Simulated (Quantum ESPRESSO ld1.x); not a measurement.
Q: Species: Pr51+. Configuration: [He] 2s2 2p4 (the NIST ground configuration). All-electron calculation, Dirac Kohn-Sham, relativistic LDA (MacDonald-Vosko exchange, VWN5 correlation), spin-unpolarised, spherical densities, point nucleus; open shells are shared between the two j in proportion to 2j + 1. Program: ld1.x of Quantum ESPRESSO 7.5. Some entries of the table are withheld. Estimate them.

orbital     occ.  eigenvalue (hartree)  <r> (bohr)  <r^2> (bohr^2)
1s1/2          2              -1684.98     0.02414             (1)
2s1/2          2              -387.252     0.09974             (2)
2p1/2    1.33333                   (3)         (4)             (5)
2p3/2    2.66667                   (6)         (7)             (8)

A: 
(1) 1s1/2 <r^2> (bohr^2): 0.0007920
(2) 2s1/2 <r^2> (bohr^2): 0.01175
(3) 2p1/2 eigenvalue (hartree): -378.079
(4) 2p1/2 <r> (bohr): 0.08316
(5) 2p1/2 <r^2> (bohr^2): 0.008473
(6) 2p3/2 eigenvalue (hartree): -359.119
(7) 2p3/2 <r> (bohr): 0.08897
(8) 2p3/2 <r^2> (bohr^2): 0.009571
